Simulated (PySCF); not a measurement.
NICS in isomers of C6H8OSSi.

NICS = −σ at a ghost point: NICS(0) at the centroid of the ring atoms, NICS(1) 1 Å to either side along the normal of their mean plane, zz for the tensor component along that normal. Level: GIAO PBE0/pcSseg-1 (PySCF, non-relativistic, gas phase) on the GFN2-xTB geometries, one conformer each. Atom numbers follow the mapped SMILES.

Question: Order these rings by mean NICS(1)zz, lowest (most negative) first (ppm).
A. ring C3–C4–C5–C6–C7–C8 in `[SiH3:1][O:2][c:3]1[cH:4][cH:5][cH:6][cH:7][c:8]1[SH:9]`
B. ring C3–C4–C5–C8–O9 in `[CH2:1]=[CH:2][c:3]1[cH:4][c:5]([S:6][SiH3:7])[cH:8][o:9]1`
C. ring C2–C3–C4–S5–C6–C7 in `[O:1]=[c:2]1[cH:3][cH:4][s:5][cH:6][c:7]1[CH2:8][SiH3:9]`

Answer: A (-25.3), B (-22.2), C (-8.1).

```
             SMILES                                                           ring  NICS(0)  NICS(1)  NICS(1)zz  HOMA  rms pucker (Å)  ring atoms with four or more neighbours
   [SiH3]Oc1ccccc1S               6-membered carbocycle; formal bonds all aromatic     -9.1    -10.7      -25.3  0.99            0.00                                        0
C=Cc1cc(S[SiH3])co1              5-membered ring with O; formal bonds all aromatic    -10.6     -9.4      -22.2  0.51            0.00                                        0
  O=c1ccscc1C[SiH3]  6-membered ring with S; bonds drawn aromatic by RDKit's count     -1.9     -4.8       -8.1  0.28            0.01                                        0
```

NICS(0) gives another order. The isotropic NICS(1) gives the same order. HOMA uses Krygowski's 1993 parameters. NICS(1) and NICS(1)zz are means over the two faces.
